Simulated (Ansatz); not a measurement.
`C[SiH](F)N=C=O` and `O=C=N[SiH](F)Cl` differ in one atom or group.

Ansatz, PBE0-D4/def2-TZVP geometries, multiplicity 1. Each molecule was computed in one conformer, which needn't be the lowest.

```json
{"property": "LUMO energy (PBE0/def2-TZVPP) / eV", "`C[SiH](F)N=C=O`": "0.20"}
{"property": "HOMO energy (PBE/def2-TZVPP) / eV", "`C[SiH](F)N=C=O`": "-7.35"}
{"property": "size of the dipole moment (PBE/def2-TZVPP) / D", "`C[SiH](F)N=C=O`": "2.44"}
{"property": "LUMO energy (PBE/def2-TZVPP) / eV", "`C[SiH](F)N=C=O`": "-0.77"}
{"property": "zero-point energy (PBE0-D4/def2-TZVP) / kJ/mol", "`C[SiH](F)N=C=O`": "164.7"}
{"property": "LUMO energy (ωB97M-V/def2-TZVPP) / eV", "`C[SiH](F)N=C=O`": "2.12"}
```

(1) What does the change do to each property? (Estimate.)

Answers

(1) Computed: 
```csv
property,`O=C=N[SiH](F)Cl`,shift
LUMO energy (PBE0/def2-TZVPP) / eV,-0.29,-0.49
HOMO energy (PBE/def2-TZVPP) / eV,-7.97,-0.62
size of the dipole moment (PBE/def2-TZVPP) / D,1.12,-1.32
LUMO energy (PBE/def2-TZVPP) / eV,-1.25,-0.48
zero-point energy (PBE0-D4/def2-TZVP) / kJ/mol,73.6,-91.1
LUMO energy (ωB97M-V/def2-TZVPP) / eV,1.75,-0.37
```

With PBE0 the HOMO falls by 0.67 eV and the LUMO falls by 0.49 eV, so the gap widens by about 0.18 eV. PBE moves the HOMO by -0.62 eV and ωB97M-V by -0.67 eV. The zero-point energy changes by -91.1 kJ/mol with -9 modes. Dipoles are sizes alone; their direction can turn.
